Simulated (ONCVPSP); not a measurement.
# PBEsol ONCV dataset for Rh, scalar-relativistic all-electron reference.

The input file (ONCVPSP 4.0.1):

```
# ATOM AND REFERENCE CONFIGURATION
# atsym  z   nc   nv     iexc    psfile
  Rh 45.00    8    2  -116133      upf
#
#   n    l    f
    1    0    2.00
    2    0    2.00
    2    1    6.00
    3    0    2.00
    3    1    6.00
    3    2   10.00
    4    0    2.00
    4    1    6.00
    4    2    8.00
    5    1    1.00
#
# PSEUDOPOTENTIAL AND OPTIMIZATION
# lmax
    2
#
#   l,   rc,      ep,       ncon, nbas, qcut
    0    2.95    0.45    5    9    2.20
    1    3.60    0.00    4    8    1.90
    2    1.90    0.00    4    8    8.30
#
# LOCAL POTENTIAL
# lloc, lpopt,  rc(5),   dvloc0
    2    5    1.90    0.00
#
# VANDERBILT-KLEINMAN-BYLANDER PROJECTORs
# l, nproj, debl
    0    2    0.60
    1    2    2.90
    2    0    3.60
#
# MODEL CORE CHARGE
# icmod, fcfact, rcfact
    0    0.00    0.00
#
# LOG DERIVATIVE ANALYSIS
# epsh1, epsh2, depsh
   -2.00    5.00    0.02
#
# OUTPUT GRID
# rlmax, drl
    6.00    0.01
#
# TEST CONFIGURATIONS
# ncnf
    4
# nvcnf
#   n    l    f
    3
    4    2    8.00
    5    1    0.00
    5    0    1.00
#
    2
    4    2    8.00
    5    1    0.00
#
    2
    4    2    7.00
    5    1    0.00
#
    3
    4    2    8.50
    5    1    0.00
    5    0    0.50
#
```

Command:

```bash
oncvpsp.x < Rh.dat > Rh.out
```

Output (shortened: citation, most of the input echo, consistency checks and plot data are left out):

```
ONCVPSP  (Optimized Norm-Conservinng Vanderbilt PSeudopotential)
scalar-relativistic version 4.0.1

#   n    l    f        energy (Ha)
    1    0    2.00    -8.4623394E+02
    2    0    2.00    -1.2274341E+02
    2    1    6.00    -1.1003004E+02
    3    0    2.00    -2.1975460E+01
    3    1    6.00    -1.7796669E+01
    3    2   10.00    -1.1109588E+01
    4    0    2.00    -3.0938034E+00
    4    1    6.00    -1.9165441E+00
    4    2    8.00    -2.8154136E-01
    5    1    1.00    -6.2635073E-02

Reference configufation results
  iterations    29
  all-electron total energy (Ha)   -4.78159234D+03

Begin loop to  construct optimized pseudo wave functions
and semi-local pseudopoentials for all angular momenta

WARNING wellstate: moderately localized bound state found for n= 5 l=  0
WARNING scattering state with energy  0.05000000
WARNING will be used for the first projector

   Wellstate for l =  0  n =  6
     eigenvalue =   0.0500
     asymptotic potential =   0.5500
     half-point radius = 13.1238

   Wellstate for l =  0  n =  7
     eigenvalue =   0.6500
     asymptotic potential =   1.1500
     half-point radius =  7.5885

Calculating optimized projector #   1

 for l=   0

    Fraction of norm inside rc  0.114692
    Optimizing pswf for qcut=   2.20 a_B^-1,  ecut=   2.42 Ha
    Residual kinetic energy error=  1.87D-03 Ha

    Energy error per electron        Cutoff
         Ha          eV             Ha
         0.01000     0.27211        1.19
         0.00100     0.02721        3.03
         0.00010     0.00272       20.81
         0.00001     0.00027       25.63

Calculating optimized projector #   2

 for l=   0

    Fraction of norm inside rc  0.126587
    Optimizing pswf for qcut=   2.20 a_B^-1,  ecut=   2.42 Ha
    Residual kinetic energy error=  9.40D-03 Ha

    Energy error per electron        Cutoff
         Ha          eV             Ha
         0.01000     0.27211        2.40
         0.00100     0.02721        6.07
         0.00010     0.00272       14.52
         0.00001     0.00027       24.52

   Wellstate for l =  1  n =  9
     eigenvalue =   2.8374
     asymptotic potential =   3.3374
     half-point radius =  6.3778

Calculating optimized projector #   1

 for l=   1

    Fraction of norm inside rc  0.315793
    Optimizing pswf for qcut=   1.90 a_B^-1,  ecut=   1.80 Ha
    Residual kinetic energy error=  1.93D-04 Ha

    Energy error per electron        Cutoff
         Ha          eV             Ha
         0.01000     0.27211        0.52
         0.00100     0.02721        0.90
         0.00010     0.00272        3.59
         0.00001     0.00027       14.02

Calculating optimized projector #   2

 for l=   1

    Fraction of norm inside rc  0.173883
    Optimizing pswf for qcut=   1.90 a_B^-1,  ecut=   1.80 Ha
    Residual kinetic energy error=  7.91D-01 Ha

    Energy error per electron        Cutoff
         Ha          eV             Ha
         0.01000     0.27211       20.18
         0.00100     0.02721       24.93
         0.00010     0.00272       35.48
         0.00001     0.00027       58.60

Calculating optimized projector #   1

 for l=   2

    Fraction of norm inside rc  0.743243
    Optimizing pswf for qcut=   8.30 a_B^-1,  ecut=  34.42 Ha
    Residual kinetic energy error=  3.31D-07 Ha

    Energy error per electron        Cutoff
         Ha          eV             Ha
         0.01000     0.27211       18.49
         0.00100     0.02721       23.36
         0.00010     0.00272       27.31
         0.00001     0.00027       30.27

Construct Vanderbilt / Kleinmman-Bylander projectors

B matrix Hermiticity error, ll=   0
   1   2    1.1709E-05

  Orthonormal projector coefficients  6.6956E+00  1.2695E+00

B matrix Hermiticity error, ll=   1
   1   2   -3.1485E-05

  Orthonormal projector coefficients  1.6115E+01  1.1319E+00

Pseudoatom total energy  -21.767782

Diagnostic tests using Vanderbilt-Kleinman-Bylander pseudopotentials
  1 or more projectors used as specified by nproj input data

   l    rcore       rmatch      e in        delta e   norm test  slope test

   0   2.9535290   3.0432045   0.0500000   0.0000000   1.0000584   1.0000584
   0   2.9535290   3.0432045   0.6500000   0.0000006   1.0001077   1.0001077

   1   3.6197000   3.7296019  -0.0626351  -0.0000000   1.0000050   1.0000257
run_diag: lschvkbbe ERROR   2   4   1  60  2.83736492E+00  2.50362843E+00
   1   3.6197000   3.7296019   2.8373649  -0.3337365   0.8214194   1.1970937

   2   1.9084845   1.9664302  -0.2815414  -0.0000014   0.9999988   1.0000070

 Testing for bound ghosts
   n   l    E NL Schr. Eq   E Basis Diag.   E Cutoff

       0                       -1.932753     40.26  WARNING - GHOST(-)
       0                       -0.201325     40.26  WARNING - GHOST(-)

   2   1       -0.062635       -0.059762     22.97

 Testing for highly-localized positive-energy ghosts
       l    <radius>/rc     E Basis Diag.   E Cutoff

       1        0.581727        2.666032     22.97  WARNING - GHOST(+)

       1        0.721965       19.403576     22.97  WARNING - GHOST(+)

       1        0.895461       25.484703     22.97  WARNING - GHOST(+)

Test configuration 0

   n   l     f        eae           eps        diff
   1   0  2.0000 -846.23393908
   2   0  2.0000 -122.74341345
   2   1  6.0000 -110.03003948
   3   0  2.0000  -21.97546049
   3   1  6.0000  -17.79666911
   3   2 10.0000  -11.10958850
   4   0  2.0000   -3.09380339
   4   1  6.0000   -1.91654405
   4   2  8.0000   -0.28154136   -0.28154274   -1.38D-06
   5   1  1.0000   -0.06263507   -0.06263509   -1.55D-08

    Total energies and differences
      AE_ref= -4.78159234D+03  AE_tst= -4.78159234D+03  dif=  0.00D+00
      PS_ref= -2.17677816D+01  PS_tst= -2.17677816D+01  dif=  1.07D-14
      PSP excitation error= -1.07D-14

Test configuration 1

psatom: WARNING lschvkbb convergence error n,l,iter=   2   1  37
ea(ii),et,emin,emax -1.647210E-01 -1.686266E-01 -1.686266E-01 -1.686266E-01
run_config: WARNING for fully non-local PS atom, stg. 1
 WARNING no output for configuration 2

Test configuration 2

psatom: WARNING lschvkbb convergence error n,l,iter=   2   1  37
ea(ii),et,emin,emax -1.647210E-01 -1.686266E-01 -1.686266E-01 -1.686266E-01
run_config: WARNING for fully non-local PS atom, stg. 1
 WARNING no output for configuration 3

Test configuration 3

psatom: WARNING lschvkbb convergence error n,l,iter=   2   1  16
ea(ii),et,emin,emax -1.494955E-01 -1.591261E-01 -1.591261E-01 -1.591261E-01
run_config: WARNING for fully non-local PS atom, stg. 1
 WARNING no output for configuration 4

Test configuration 4

   n   l     f        eae           eps        diff
   1   0  2.0000 -846.11029423
   2   0  2.0000 -122.61859793
   2   1  6.0000 -109.90538708
   3   0  2.0000  -21.85031157
   3   1  6.0000  -17.67152825
   3   2 10.0000  -10.98440020
   4   0  2.0000   -2.96974377
   4   1  6.0000   -1.79414072
   4   2  8.5000   -0.17347130   -0.17327129    2.00D-04
   5   0  0.5000   -0.14051135   -0.14103599   -5.25D-04

    Total energies and differences
      AE_ref= -4.78159234D+03  AE_tst= -4.78175011D+03  dif= -1.58D-01
      PS_ref= -2.17677816D+01  PS_tst= -2.19255723D+01  dif= -1.58D-01
      PSP excitation error=  1.68D-05
```

Note: ghosts flagged at negative energy: s at -52.6 eV (a further GHOST(-) flag falls on a real empty level of the atom); GHOST(+) flagged for p at 72.5 eV, p at 528.0 eV. A true bound ghost makes a file unfit for plane-wave use.

The run took about 12 s on one core of a shared server CPU.
